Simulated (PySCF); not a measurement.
## Ionisation energy of Lu by level of theory

Lu [Xe] 4f14 5d1 6s2 (2D) → Lu⁺ [Xe] 4f14 6s2 (1S), as a difference of total energies. Computed with PySCF 2.14 in cc-pVDZ-X2C (8s7p5d3f1g, 84 functions), with scalar relativity by spin-free X2C-1e. Correlated levels: valence: [Kr] 4d10 frozen; valence and next inner shell: [Ar] 3d10 frozen. The calculations carry no spin-orbit coupling.

**Question.** Order these methods by the ionisation energy they give, lowest first.
A. LDA
B. SCS-MP2 (valence and next inner shell)
C. PBE0
D. SCS-MP2 (valence)

**Answer.** B (4.751 eV), D (4.777 eV), C (5.479 eV), A (5.708 eV).

A first-order spin-orbit estimate (lowest level to lowest level, LS coupling) adds 0.193 eV.

Errors of the correlated levels include the incompleteness of this basis and the frozen core.

MP2 underrates the near-degeneracy of ns² with np² in the lower species.

For comparison: 5.426 eV (measured; NIST Atomic Spectra Database, ionization energies).
